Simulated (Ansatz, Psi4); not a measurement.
Here is a job for Psi4.
```
memory 2 GB

molecule mol {
1 1
C    -0.393034    1.375284    0.225055
C    -0.000000    0.000000    0.000000
C     1.359760   -0.417833    0.270185
C    -0.966725   -0.957450   -0.495240
H     0.257210    2.045904   -0.347836
H    -0.182466    1.656657    1.262959
H    -1.433914    1.582096   -0.009082
H     1.797401   -0.863043   -0.630377
H     1.357726   -1.252290    0.980418
H     2.002436    0.377666    0.637838
H    -1.395098   -0.598990   -1.437979
H    -0.568522   -1.959762   -0.628756
H    -1.834773   -0.988237    0.172816
}

set {
  basis 6-311g**
  reference rks
  scf_type pk
  puream true
  d_convergence 1e-8
  dft_radial_points 99
  dft_spherical_points 590
}

energy('bhhlyp')
print_variables()
```

Convert this to an input for Ansatz (an electronic-structure program).

One answer among several that fit: 
Ansatz 0.2 input:
```yaml
crystal:
  periodic: [false, false, false]
  atoms:
    - {symbol: C, position_ang: [-0.39303445, 1.37528354, 0.22505520]}
    - {symbol: C, position_ang: [-0.00000000, 0.00000000, 0.00000000]}
    - {symbol: C, position_ang: [1.35975962, -0.41783344, 0.27018461]}
    - {symbol: C, position_ang: [-0.96672517, -0.95745010, -0.49523981]}
    - {symbol: H, position_ang: [0.25720952, 2.04590390, -0.34783633]}
    - {symbol: H, position_ang: [-0.18246562, 1.65665671, 1.26295861]}
    - {symbol: H, position_ang: [-1.43391399, 1.58209568, -0.00908249]}
    - {symbol: H, position_ang: [1.79740100, -0.86304328, -0.63037733]}
    - {symbol: H, position_ang: [1.35772586, -1.25229047, 0.98041762]}
    - {symbol: H, position_ang: [2.00243572, 0.37766646, 0.63783836]}
    - {symbol: H, position_ang: [-1.39509781, -0.59898984, -1.43797876]}
    - {symbol: H, position_ang: [-0.56852173, -1.95976214, -0.62875587]}
    - {symbol: H, position_ang: [-1.83477295, -0.98823703, 0.17281619]}
basis:
  gaussian:
    orbitals: 6-311G__.json
hamiltonian:
  xc: {name: BHLYP}
total_charge: 1
accuracy: high
```
The basis file holds 6-311G** in the JSON format of the Basis Set Exchange.

Both were run: Psi4 gave -157.483187 Eh and Ansatz -157.483187 Eh, 0.000 mEh apart.
